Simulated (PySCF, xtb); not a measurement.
(3Z)-3,4-difluoropenta-1,3-diene (C₅H₆F₂), SMILES C(/C=C)(F)=C(\F)C.

GFN2-xTB (xtb) at its own geometry gives an orbital gap of 3.49 eV and a dipole moment of 3.84 D.

The structure is a stationary point at ωB97X-D3(BJ)/def2-SVP. Other conformers were not sampled.

Problem. What does PBE/def2-TZVP (PySCF) give? (The exact figures need the calculation; the answer reports its results.)

Solution. gap 3.73 eV (levels -5.49 and -1.76 eV), dipole 2.50 D.
